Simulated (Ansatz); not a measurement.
Gas-phase electronic energies from Ansatz, PBE0-D4/def2-TZVP geometries. CCSD(T)/CBS adds triple-zeta CCSD(T) − MP2 to the extrapolated MP2 energy (def2 sets, frozen cores). Functionals use def2-TZVPP. B3LYP here is the variant with VWN-RPA as its local correlation; programs differ in this. For Se outer-core shells are correlated without core-valence functions, which leaves a few kJ/mol of doubt a bond. Scalar relativity is left out up to krypton. One conformer a species, not always the lowest.

`C[Se]CF` + `CO[Si](S)(Cl)OC` → `CO[Si](Cl)(OC)[Se]C` + `FCS`  (formal exchange of groups at the Se–C bond)

```json
{"level": "PBE-D4", "ΔE (kJ/mol)": "6.2", "difference from CCSD(T)/CBS": "-0.2"}
{"level": "B2PLYP", "ΔE (kJ/mol)": "10.6", "difference from CCSD(T)/CBS": "4.2"}
{"level": "PBE", "ΔE (kJ/mol)": "9.8", "difference from CCSD(T)/CBS": "3.4"}
{"level": "B3LYP", "ΔE (kJ/mol)": "11.8", "difference from CCSD(T)/CBS": "5.4"}
{"level": "HF/def2-TZVPP", "ΔE (kJ/mol)": "10.8", "difference from CCSD(T)/CBS": "4.4"}
{"level": "SCS-MP2/def2-TZVPP", "ΔE (kJ/mol)": "9.5", "difference from CCSD(T)/CBS": "3.1"}
{"level": "HF/def2-QZVPP", "ΔE (kJ/mol)": "11.1", "difference from CCSD(T)/CBS": "4.7"}
{"level": "SCS-MP2/def2-QZVPP", "ΔE (kJ/mol)": "8.2", "difference from CCSD(T)/CBS": "1.8"}
{"level": "HF/CBS(def2)", "ΔE (kJ/mol)": "11.2", "difference from CCSD(T)/CBS": "4.8"}
{"level": "MP2/CBS(def2)", "ΔE (kJ/mol)": "5.5", "difference from CCSD(T)/CBS": "-0.9"}
{"level": "CCSD(T)/CBS", "ΔE (kJ/mol)": "6.4", "difference from CCSD(T)/CBS": "0"}
```

Largest T1 diagnostic among the species: 0.011.

The D4 term adds −5.4 kJ/mol with B3LYP and −3.5 kJ/mol with PBE0; it sums over pairs of atoms, weighted by their polarisabilities, and B3LYP, whose exchange is more repulsive, gets the larger term.

CCSD(T)/CBS has its own doubt, a few kJ/mol and more with outer-core shells, so smaller differences from it don't rank the levels.
